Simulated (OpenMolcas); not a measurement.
Se: effect of the active space

* Program: OpenMolcas
* Method: SS-CASPT2 or its RAS form, IPEA 0.25 Eh, imaginary shift 0.1 Eh
* Basis: ANO-RCC
* Scalar Hamiltonian: DKH2, point nucleus
* Spin-orbit coupling: state interaction with AMFI integrals over the reference wave functions, term energies averaged over their components

A. 6 electrons in 8 orbitals (4s 4p 5s 5p); 2S+1 = 3 even, 3 roots; 2S+1 = 1 even, 6 roots; closed shells correlated: 3d; CASPT2 step about 9 core-seconds
B. 4 electrons in 9 orbitals (RAS2 4p; RAS3 4d 5s, at most 1 electron); 2S+1 = 3 even, 3 roots; 2S+1 = 1 even, 6 roots; 2S+1 = 5 odd, 6 roots; 2S+1 = 3 odd, 11 roots; 2S+1 = 1 odd, 5 roots (0 in the spin-orbit step); closed shells correlated: 3d 4s; CASPT2 step of the order of 50 core-seconds
C. 6 electrons in 9 orbitals (RAS2 4s 4p; RAS3 4d, at most 2 electrons); 2S+1 = 3 even, 3 roots; 2S+1 = 1 even, 6 roots; 2S+1 = 3 odd, 3 roots; closed shells correlated: 3d; CASPT2 step of the order of 16 core-seconds

Energies in cm-1 above 4s2 4p4 3P2, the measured ground level; measured values from NIST Handbook of Basic Atomic Spectroscopic Data.

```
      Level      A      B      C  Measured
4s2 4p4 3P2    0.0    0.0    0.0       0.0
4s2 4p4 3P1   1783   1848   1813      1989
4s2 4p4 3P0   2320   2460   2370      2534
4s2 4p4 1D2   9830   9660   9570      9576
4s2 4p4 1S0  22710  26500  22500     22446
```

Deviations, from unrounded energies. A percentage is the sum of absolute deviations over the sum of measured energies, with the sign that they share, or ± where signs differ.

```
                        Against measurement  Levels     A      B     C
             mean absolute deviation (cm-1)       4   230   1100    99
      fine structure of the ground term (%)       2  -9.3   -4.9  -7.4
other terms of the ground configuration (%)       2  +1.6  +12.9  ±0.2
```

C lies closest to measurement on these levels and B furthest from it. The largest miss of C in the table is 4s2 4p4 3P1, by -180 cm-1. The ranking rests on the paired levels alone, and a cruder setting can come out closer through cancelling errors.

Among A to C the level of the table that moves most is 4s2 4p4 1S0, by 4000 cm-1 (lowest in C, highest in B). Moves below CASPT2's spread within the term are not significant.

CASPT2 does not keep the components of a term degenerate, so their means are used; among the terms shown or strongly mixed into the levels shown the widest spread is 70 cm-1 (4s2 4p4 1D, A). Active for correlation alone: 5p 5s; no level in the range computed is led by a configuration that fills them, so any true level of that kind is missing (holds for A). Some high roots are left out of the spin-orbit mixing, which shifts the levels that they would mix with (holds for B). With the s shell closed, the reference lacks s² → p² mixing (holds for B). Some terms miss by over 15 % even with CASPT2, which points to a basis or an active space too small for the shells correlated (holds for B). Active for correlation alone: 4d; no level in the range computed is led by a configuration that fills it, so any true level of that kind is missing (holds for C). Computed and measured levels are paired by configuration, term and J; levels that our copy of the source lacks, or whose pairing is in doubt (as where it misses far off the trend of its configuration), stay unpaired and out of the deviations. Levels of configurations outside the active space are missing. Levels that lie high or do not pair safely by name in every column are left out.
